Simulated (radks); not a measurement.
Effect of the nuclear size on neutral caesium, [Xe] 6s1. Calculated with a radial shooting solver on a logarithmic mesh with Libxc functionals: Dirac Kohn-Sham, PBE, spin-unpolarised, spherical densities, finite nucleus; Fermi nuclear charge, rms radius 4.8041 fm. The rms radius is varied about that value; shifts are against it.

[
 {"rms radius (fm)": "4.2612", "total energy shift (eV)": "-1.59", "density at nucleus (e/bohr^3)": "3.029e+05", "1s1/2 shift (meV)": "-663", "2s1/2 shift (meV)": "-79.1", "4p1/2 shift (meV)": "0.275", "5s1/2 shift (meV)": "-0.459", "5p1/2 shift (meV)": "0.085"},
 {"rms radius (fm)": "4.5062", "total energy shift (eV)": "-0.892", "density at nucleus (e/bohr^3)": "2.998e+05", "1s1/2 shift (meV)": "-372", "2s1/2 shift (meV)": "-44.4", "4p1/2 shift (meV)": "0.154", "5s1/2 shift (meV)": "-0.257", "5p1/2 shift (meV)": "0.048"},
 {"rms radius (fm)": "4.8041", "total energy shift (eV)": "0", "density at nucleus (e/bohr^3)": "2.962e+05", "1s1/2 shift (meV)": "0.000", "2s1/2 shift (meV)": "0.000", "4p1/2 shift (meV)": "0.000", "5s1/2 shift (meV)": "0.000", "5p1/2 shift (meV)": "0.000"},
 {"rms radius (fm)": "5.0395", "total energy shift (eV)": "0.738", "density at nucleus (e/bohr^3)": "2.936e+05", "1s1/2 shift (meV)": "308", "2s1/2 shift (meV)": "36.7", "4p1/2 shift (meV)": "-0.128", "5s1/2 shift (meV)": "0.213", "5p1/2 shift (meV)": "-0.039"},
 {"rms radius (fm)": "5.3374", "total energy shift (eV)": "1.71", "density at nucleus (e/bohr^3)": "2.905e+05", "1s1/2 shift (meV)": "714", "2s1/2 shift (meV)": "85.1", "4p1/2 shift (meV)": "-0.296", "5s1/2 shift (meV)": "0.494", "5p1/2 shift (meV)": "-0.092"}
]

Slopes of the eigenvalues against <r^2> in GHz/fm^2, as finite differences over the two radii next to the reference (eigenvalue slopes, not the field-shift constants of lines): 1s1/2 32300, 2s1/2 3850, 4p1/2 -13.4, 5s1/2 22.3, 5p1/2 -4.14.
